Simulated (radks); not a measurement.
Hg I, 80 electrons, occupied as [Xe] 4f14 5d10 6p2 (not the ground configuration). Method: scalar-relativistic Kohn-Sham, r2SCAN, spin-polarised, spherical densities, finite nucleus; open shells are filled with parallel spins first (spin-orbit coupling, left out, can overturn this in heavy ions); meta-GGA in the generalised Kohn-Sham scheme; Fermi nuclear charge, rms radius 5.4648 fm; computed with a radial shooting solver on a logarithmic mesh with Libxc functionals.

Radial electron density D(r) = 4 pi r^2 rho(r):

```
   r/bohr * D(r) (the largest magnitude, 146, reaches the edge; | marks zero)
0.0007346 |  *
 0.001004 |   *
 0.001371 |      *
 0.001888 |         *
 0.002579 |              *
 0.003552 |                     *
 0.004853 |                            *
  0.00663 |                                   *
  0.00913 |                                        *
  0.01247 |                                         *
  0.01704 |                                      *
  0.02347 |                                     *
  0.03206 |                                           *
   0.0438 |                                                      *
  0.06031 |                                                      *
   0.0824 |                                            *
   0.1135 |                                               *
    0.155 |                                                   *
   0.2118 |                                  *
   0.2916 |                              *
   0.3984 |                                 *
   0.5443 |                   *
   0.7496 |         *
    1.024 |       *
    1.399 |   *
    1.927 | *
    2.632 |*
    3.625 *
    4.952 *
    6.765 *
    9.316 *
    12.73 *
```

D(r) has 4 maxima, at r = 0.0110, 0.0514, 0.142, 0.368 bohr, and minima at 0.0213, 0.0914, 0.261 bohr, inside which lie 1.88, 11.00, 30.02 electrons.
